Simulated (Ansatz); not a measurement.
System: CH₃Li, charge 0, singlet. CH3Li (SMILES [Li][CH3]).
B3LYP-D3(BJ)/def2-TZVP minimum from Ansatz (a program for electronic structure):
```
C
H 1 1.0977
H 1 1.0977 2 106.12
H 1 1.0977 2 106.12 3 112.60
Li 1 1.9692 2 112.65 3 -123.70
```

Total energies in def2-QZVPP, 8 correlated electrons, 2 frozen orbitals. Radicals and triplets start from unrestricted determinants; spin-orbit coupling is neglected. Cores are frozen in correlated methods. No relativity.

```csv
method,program,energy (Eh),minus CCSDT(Q) (mEh)
HF,Ansatz,-47.03977,242.39
MP2,Ansatz,-47.25870,23.45
CCSD,Ansatz,-47.27252,9.64
CCSD(T),Ansatz,-47.28146,0.70
CCSDT(Q),Ansatz,-47.28216,0.00
```

Rough core times of Ansatz's runs on a shared machine: CCSD(T) 20 s, CCSDT(Q) 30 min.
